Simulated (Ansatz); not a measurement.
One elementary step

Start structure (Si2H8OF2, closed shell), relaxed at PBE0-D4/def2-TZVP:

Si1  (-0.214, 0.332, 0.627)
H2  (-0.136, -1.152, 0.386)
O3  (-1.070, 0.963, -0.609)
Si4  (-1.119, 1.327, -2.204)
H5  (1.161, 0.879, 0.636)
H6  (-0.947, 0.571, 1.883)
H7  (1.675, -1.556, 2.520)
F8  (1.361, -0.789, 2.947)
H9  (1.014, -2.217, 0.699)
F10  (1.687, -2.669, 1.167)
H11  (0.066, 2.144, -2.576)
H12  (-2.361, 2.091, -2.468)
H13  (-1.118, 0.076, -3.007)
(Å)

The step: Si₂H₆O ([SiH3][O][SiH3]) + HF + HF → Si₂H₅OF ([F][SiH2][O][SiH3]) + HF + H₂; bonds formed: Si1–F8, H2–H9, H7–F10; bonds broken: Si1–H2, H7–F8, H9–F10. Program: Ansatz 0.2.0. Basis: def2-TZVPP and def2-QZVPP. Cores are frozen in the correlated methods. Extrapolation: Hartree–Fock as exp(−7.88 √X), correlation as X^−2.97. Energies below are by CCSD(T) at an estimated basis limit (MP2 extrapolated from triple and quadruple zeta, plus CCSD(T) − MP2 in triple zeta).

Q: What are the electronic barrier and the energy of the step, from the start structure to the end structure? (To be estimated.)

A: The calculation gives: Barrier 29.89 kcal/mol; step energy -30.51 kcal/mol (downhill); reverse barrier, their difference, 60.40 kcal/mol. Barrier and step energy count from the start structure, the reverse barrier from the end structure.

The saddle point: One imaginary mode of 1008i cm⁻¹.
```json
{"pair": "Si1–F8", "start (Å)": "3.02", "saddle (Å)": "1.91", "end (Å)": "1.62"}
{"pair": "H2–H9", "start (Å)": "1.60", "saddle (Å)": "0.92", "end (Å)": "0.75"}
{"pair": "H7–F10", "start (Å)": "1.75", "saddle (Å)": "1.10", "end (Å)": "0.93"}
{"pair": "Si1–H2", "start (Å)": "1.51", "saddle (Å)": "1.68", "end (Å)": "3.60"}
{"pair": "H7–F8", "start (Å)": "0.93", "saddle (Å)": "1.17", "end (Å)": "1.77"}
{"pair": "H9–F10", "start (Å)": "0.94", "saddle (Å)": "1.25", "end (Å)": "2.69"}
```

Zero-point energy (harmonic, PBE0-D4): ZPE is 49.44 kcal/mol at the start and 47.87 kcal/mol at the saddle, so the barrier goes from 29.89 to 28.32 kcal/mol.

No T1 diagnostic of these runs exceeds 0.013.

Labels in which every atom is bracketed show which atoms are joined, not bond orders.

For scale, one of the runs: CCSD(T)/def2-TZVPP, 289 basis functions, launched by `ansatz run in.yaml --threads 8 --pin off --events-out ev --progress --plain --max-ram 19148MiB`. The run took 3 min on 8 CPU threads of an Arm Neoverse V2 (shared host), with 9.1 GiB of host memory at its peak.
